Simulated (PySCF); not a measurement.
Screening by computed properties: pick the candidate that meets the target.

Species are written as SMILES; each is one conformer at its optimised geometry, gas phase, non-relativistic unless stated; the electronic structure was computed with PySCF and density fitting.

The conformers computed, where there is a choice (atom-mapped SMILES and torsion angles):
- `[F:1][CH2:2][C@@H:3]1[CH:4][CH:5]=[C:6]([F:7])[S:8]1`: F1–C2–C3–C4 -69°
- `[SiH2:1][CH2:2][SiH2:3]/[CH:4]=[CH:5]\[SiH3:6]`: Si1–C2–Si3–C4 62°, C2–Si3–C4–C5 129°
- `[CH2:1]=[CH:2][CH:3][OH:4]`: C1–C2–C3–O4 180°, H–O4–C3–C2 0°
- `[H]/[C:1]=[CH:2]\[N:3]=[CH:4]/[c:5]1[cH:6][n:7][cH:8][cH:9][n:10]1`: C1–C2–N3–C4 44°, N3–C4–C5–C6 157°

Question: Wanted: smallest rotational constant below 0.7 GHz (GFN2-xTB) and isotropic g value below 2.0044 (unrestricted B3LYP/pcH-1, mean-field spin–orbit), at GFN2-xTB geometries. Which candidate meets both?
A. `[SiH2]C[SiH2]/C=C\[SiH3]` [radical]
B. `n1cc(ncc1)/C=N\C=[C]/[H]` [radical]
C. `C([SiH2])=O` [radical]
D. `FC[C@@H]1[CH]C=C(F)S1` [radical]
E. `C=C[CH]O` [radical]

Answer: A. Computed values:
```
                           species  smallest rotational constant  isotropic g value
[SiH2]C[SiH2]/C=C\[SiH3] [radical]                     0.627 GHz            2.00360
n1cc(ncc1)/C=N\C=[C]/[H] [radical]                     0.798 GHz            2.00217
   FC[C@@H]1[CH]C=C(F)S1 [radical]                     0.892 GHz            2.00456
                C=C[CH]O [radical]                     3.940 GHz            2.00300
             C([SiH2])=O [radical]                     5.129 GHz            2.00430
```
